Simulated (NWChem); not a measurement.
System: C₂H₅BrSi; SMILES C=C[SiH2]Br

NWChem input:

```
start job
memory heap 200 mb stack 900 mb global 1100 mb
geometry units angstroms noautoz
  Si    -0.823660    -0.576573    -0.087626
  Br     0.227413     1.383753     0.267412
  C      0.427817    -1.914457    -0.451080
  C      0.582149    -2.995909     0.339853
  H     -1.595514    -0.936591     1.149217
  H     -1.758255    -0.355801    -1.242828
  H      1.060666    -1.815192    -1.352408
  H      1.316157    -3.788443     0.112793
  H     -0.019358    -3.138930     1.254696
end
basis spherical
  * library def2-tzvp
end
dft
  xc pbe0
  iterations 150
  semidirect filesize 400000000
  mulliken
end
task dft energy
```

Output (shortened):

```
             Northwest Computational Chemistry Package (NWChem) 7.3.0
             --------------------------------------------------------

 C1  symmetry detected

                             Geometry "geometry" -> ""
                             -------------------------

 Output coordinates in angstroms (scale by  1.889725989 to convert to a.u.)

  No.       Tag          Charge          X              Y              Z
 ---- ---------------- ---------- -------------- -------------- --------------
    1 Si                  14.0000    -0.85650576    -0.60830421     0.00353239
    2 Br                  35.0000     0.20239533     1.37969876     0.01956706
    3 C                    6.0000     0.33220346    -1.95994767    -0.49472202
    4 C                    6.0000     0.65301051    -2.98098990     0.32594076
    5 H                    1.0000    -1.37703882    -0.88438874     1.38482701
    6 H                    1.0000    -1.99418114    -0.47722200    -0.96868771
    7 H                    1.0000     0.78396243    -1.92093367    -1.50325328
    8 H                    1.0000     1.34777631    -3.78256656     0.02063846
    9 H                    1.0000     0.23544163    -3.06246134     1.34486275

 Effective nuclear repulsion energy (a.u.)     287.5989443622

                                 NWChem DFT Module
                                 -----------------

 Summary of "ao basis" -> "ao basis" (spherical)
 ------------------------------------------------------------------------------
       Tag                 Description            Shells   Functions and Types
 ---------------- ------------------------------  ------  ---------------------
 Si                        def2-tzvp                13       37   5s5p2d1f
 Br                        def2-tzvp                16       48   6s5p4d1f
 C                         def2-tzvp                11       31   5s3p2d1f
 H                         def2-tzvp                 4        6   3s1p

            General Information
            -------------------
          SCF calculation type: DFT
          Wavefunction type:  closed shell.
          No. of atoms     :     9
          No. of electrons :    66
           Alpha electrons :    33
            Beta electrons :    33
          Charge           :     0
          Spin multiplicity:     1
          Use of symmetry is: off; symmetry adaption is: off
          Maximum number of iterations: 150
          AO basis - number of functions:   177
                     number of shells:    71
          Convergence on energy requested:  1.00D-06
          Convergence on density requested:  1.00D-05
          Convergence on gradient requested:  5.00D-04

              XC Information
              --------------
                         PBE0 Method XC Functional
                     Hartree-Fock (Exact) Exchange  0.250
          PerdewBurkeErnzerhof Exchange Functional  0.750
            Perdew 1991 LDA Correlation Functional  1.000 local
           PerdewBurkeErnz. Correlation Functional  1.000 non-local

             Grid Information
             ----------------
          Grid used for XC integration:  medium
          Radial quadrature: Mura-Knowles
          Angular quadrature: Lebedev.
          Tag              B.-S. Rad. Rad. Pts. Rad. Cut. Ang. Pts.
          ---              ---------- --------- --------- ---------
          Si                  1.10       88          11.0       590
          Br                  1.15      112          13.0       590
          C                   0.70       49          12.0       434
          H                   0.35       45          13.0       434
          Grid pruning is: on
          Number of quadrature shells:   523
          Spatial weights used:  Erf1

      Superposition of Atomic Density Guess
      -------------------------------------

 Sum of atomic energies:       -2939.07611298

      Non-variational initial energy
      ------------------------------

 Total energy =   -2940.718895
 1-e energy   =   -4658.847751
 2-e energy   =    1430.529911
 HOMO         =      -0.340492
 LUMO         =      -0.031380

------------------------------------------------------------
EAF file 0: "./job.aoints.0" size=455606272 bytes
------------------------------------------------------------
               write      read    awrite     aread      wait
               -----      ----    ------     -----      ----
     calls:      869         0         0         0         0
   data(b): 4.56e+08  0.00e+00  0.00e+00  0.00e+00
   time(s): 0.00e+00  0.00e+00  0.00e+00  0.00e+00  0.00e+00
rate(mb/s): 0.00e+00  0.00e+00
------------------------------------------------------------

     ---------------------------------------------
      Total Density - Mulliken Population Analysis
     ---------------------------------------------

    Atom       Charge   Shell Charges
 -----------   ------   -------------------------------------------------------
    1 Si  14    13.34   2.00  0.59  1.39  0.86  0.41  4.11  1.73  0.48  1.14  0.36  0.10  0.15  0.03
    2 Br  35    35.40   2.00  2.00  1.16  0.78  1.01  0.98  6.00  5.94  1.30  2.92  1.29  8.98  1.02 -0.01  0.03  0.00
    3 C    6     6.38   0.86  1.12  0.57  0.67  0.10  1.21  1.40  0.39  0.01  0.04  0.01
    4 C    6     6.27   0.86  1.12  0.57  0.66  0.12  1.17  1.27  0.44  0.02  0.04  0.01
    5 H    1     1.04   0.22  0.54  0.27  0.01
    6 H    1     1.04   0.22  0.54  0.27  0.01
    7 H    1     0.84   0.23  0.45  0.13  0.02
    8 H    1     0.84   0.24  0.45  0.13  0.02
    9 H    1     0.84   0.24  0.45  0.14  0.02

   convergence    iter        energy       DeltaE   RMS-Dens  Diis-err
 ---------------- ----- ----------------- --------- --------- ---------
 d= 0,ls=0.0,diis     1  -2942.3607777980 -3.23D+03  3.40D-03  7.80D-01
 d= 0,ls=0.0,diis     2  -2942.3837634585 -2.30D-02  2.28D-03  1.99D-01
 d= 0,ls=0.0,diis     3  -2942.3989977099 -1.52D-02  8.65D-04  6.88D-02
 d= 0,ls=0.0,diis     4  -2942.4073270818 -8.33D-03  9.18D-05  4.03D-04
 d= 0,ls=0.0,diis     5  -2942.4073479812 -2.09D-05  3.99D-05  2.45D-04
  Resetting Diis
 d= 0,ls=0.0,diis     6  -2942.4073778147 -2.98D-05  1.05D-05  6.91D-06
 d= 0,ls=0.0,diis     7  -2942.4073787372 -9.23D-07  4.83D-06  6.76D-07

         Total DFT energy =    -2942.407378737205
      One electron energy =    -4662.411606916429
           Coulomb energy =     1556.816308675145
    Exchange-Corr. energy =     -124.411024858108
 Nuclear repulsion energy =      287.598944362187

 Numeric. integr. density =       66.000020216510

                       DFT Final Molecular Orbital Analysis
                       ------------------------------------

 Vector   31  Occ=2.000000D+00  E=-3.112817D-01
              MO Center=  1.9D-01, -8.3D-01, -6.8D-02, r^2= 5.0D+00
   Bfn.  Coefficient  Atom+Function         Bfn.  Coefficient  Atom+Function
  ----- ------------  ---------------      ----- ------------  ---------------
    53      0.237011  2 Br px                55     -0.223890  2 Br pz
    91      0.211666  3 C  px                94      0.189446  3 C  px
    47     -0.162324  2 Br px                49      0.151975  2 Br pz
    50      0.146219  2 Br px                56      0.140915  2 Br px
    52     -0.136569  2 Br pz               123      0.133491  4 C  py

 Vector   32  Occ=2.000000D+00  E=-3.036390D-01
              MO Center= -1.0D-01,  8.9D-01, -1.2D-02, r^2= 3.1D+00
   Bfn.  Coefficient  Atom+Function         Bfn.  Coefficient  Atom+Function
  ----- ------------  ---------------      ----- ------------  ---------------
    55      0.418301  2 Br pz                49     -0.283782  2 Br pz
    52      0.255880  2 Br pz                58      0.250301  2 Br pz
    53      0.209885  2 Br px                47     -0.142829  2 Br px
    50      0.128947  2 Br px                56      0.125462  2 Br px
   155      0.124752  6 H  s                156      0.104297  6 H  s

 Vector   33  Occ=2.000000D+00  E=-2.998472D-01
              MO Center=  2.8D-01, -4.6D-01, -4.3D-03, r^2= 5.2D+00
   Bfn.  Coefficient  Atom+Function         Bfn.  Coefficient  Atom+Function
  ----- ------------  ---------------      ----- ------------  ---------------
    53      0.278304  2 Br px                54     -0.235415  2 Br py
    47     -0.187472  2 Br px                50      0.169028  2 Br px
    56      0.168171  2 Br px               122     -0.167749  4 C  px
    48      0.161033  2 Br py                92     -0.161596  3 C  py
   125     -0.148862  4 C  px                51     -0.145631  2 Br py

 Vector   34  Occ=0.000000D+00  E=-4.067779D-02
              MO Center=  1.9D-01, -1.9D+00, -1.6D-02, r^2= 4.3D+00
   Bfn.  Coefficient  Atom+Function         Bfn.  Coefficient  Atom+Function
  ----- ------------  ---------------      ----- ------------  ---------------
   128     -0.355723  4 C  px                19      0.326290  1 Si py
    98      0.257655  3 C  py               129     -0.253540  4 C  py
    97      0.225702  3 C  px                43     -0.224025  2 Br s
   122     -0.221246  4 C  px                57      0.214368  2 Br py
   125     -0.199664  4 C  px               130     -0.199551  4 C  pz

 Vector   35  Occ=0.000000D+00  E= 1.385904D-02
              MO Center= -5.3D-01, -6.4D-01, -2.5D-02, r^2= 6.1D+00
   Bfn.  Coefficient  Atom+Function         Bfn.  Coefficient  Atom+Function
  ----- ------------  ---------------      ----- ------------  ---------------
    19      0.725589  1 Si py                 5      0.549234  1 Si s
    43     -0.530167  2 Br s                 57      0.371654  2 Br py
    97     -0.370087  3 C  px               156     -0.347165  6 H  s
     4      0.313062  1 Si s                121      0.313311  4 C  s
    18      0.293830  1 Si px               128      0.280738  4 C  px

 Vector   36  Occ=0.000000D+00  E= 3.253174D-02
              MO Center= -9.1D-01, -5.7D-01,  1.1D-02, r^2= 5.5D+00
   Bfn.  Coefficient  Atom+Function         Bfn.  Coefficient  Atom+Function
  ----- ------------  ---------------      ----- ------------  ---------------
    90      2.027460  3 C  s                 18     -1.448191  1 Si px
   150     -0.696038  5 H  s                 20      0.637811  1 Si pz
    19      0.589455  1 Si py                 5     -0.585358  1 Si s
   162     -0.575522  7 H  s                 98      0.550291  3 C  py
   156     -0.527953  6 H  s                174     -0.491172  9 H  s

------------------------------------------------------------
EAF file 0: "./job.aoints.0" size=704643072 bytes
------------------------------------------------------------
               write      read    awrite     aread      wait
               -----      ----    ------     -----      ----
     calls:     1344         6         0      8058      8058
   data(b): 7.05e+08  3.15e+06  0.00e+00  4.22e+09
   time(s): 0.00e+00  0.00e+00  0.00e+00  0.00e+00  0.00e+00
rate(mb/s): 0.00e+00  0.00e+00
------------------------------------------------------------

     ---------------------------------------------
      Total Density - Mulliken Population Analysis
     ---------------------------------------------

    Atom       Charge   Shell Charges
 -----------   ------   -------------------------------------------------------
    1 Si  14    13.66   2.00  0.57  1.39  0.91  0.34  4.13  1.69  0.58  1.37  0.27  0.14  0.23  0.04
    2 Br  35    35.25   2.00  2.01  1.16  0.78  1.05  0.95  6.00  5.93  1.33  2.76  1.26  8.95  1.01  0.03  0.04  0.00
    3 C    6     6.23   0.85  1.12  0.52  0.67  0.08  1.27  1.30  0.37  0.01  0.04  0.00
    4 C    6     6.24   0.85  1.12  0.53  0.64  0.11  1.27  1.23  0.43  0.02  0.04  0.00
    5 H    1     1.01   0.24  0.54  0.23  0.01
    6 H    1     1.01   0.24  0.54  0.22  0.01
    7 H    1     0.87   0.26  0.48  0.11  0.02
    8 H    1     0.86   0.26  0.48  0.10  0.02
    9 H    1     0.86   0.26  0.48  0.10  0.02

     -------------------------------------------
      Total Density - Lowdin Population Analysis
     -------------------------------------------

    Atom       Charge   Shell Charges
 -----------   ------   -------------------------------------------------------
    1 Si  14    13.96   2.00  0.84  1.09  0.53  0.33  3.85  1.87  0.69  1.19  0.66  0.14  0.64  0.14
    2 Br  35    34.86   2.00  2.00  1.15  0.82  0.83  0.86  5.98  5.66  1.63  2.44  1.43  8.54  1.23  0.23  0.07  0.00
    3 C    6     6.33   0.91  1.04  0.36  0.36  0.20  1.10  1.37  0.69  0.02  0.26  0.03
    4 C    6     6.20   0.91  1.04  0.38  0.37  0.18  1.09  1.32  0.63  0.02  0.23  0.03
    5 H    1     1.02   0.24  0.47  0.29  0.02
    6 H    1     1.03   0.24  0.47  0.29  0.02
    7 H    1     0.85   0.25  0.38  0.16  0.06
    8 H    1     0.87   0.25  0.40  0.17  0.06
    9 H    1     0.87   0.25  0.39  0.17  0.06

     Multipole analysis of the density
     ---------------------------------

     L   x y z        total         alpha         beta         nuclear
     -   - - -        -----         -----         ----         -------
     0   0 0 0     -0.000000    -33.000000    -33.000000     66.000000

     1   1 0 0     -0.023481     -0.011740     -0.011740     -0.000000
     1   0 1 0     -0.818294     -0.409147     -0.409147      0.000000
     1   0 0 1     -0.034754     -0.017377     -0.017377      0.000000

     2   2 0 0    -33.736926    -58.443474    -58.443474     83.150023
     2   1 1 0     -1.071369      6.024449      6.024449    -13.120266
     2   1 0 1     -0.656772      0.425187      0.425187     -1.507147
     2   0 2 0    -31.520438   -331.010034   -331.010034    630.499629
     2   0 1 1     -0.440467      1.866401      1.866401     -4.173268
     2   0 0 2    -32.983783    -32.641052    -32.641052     32.298322
```

Level: PBE0/def2-TZVP. Coordinates come from a PBE-D3(BJ)/def2-SVP optimisation.
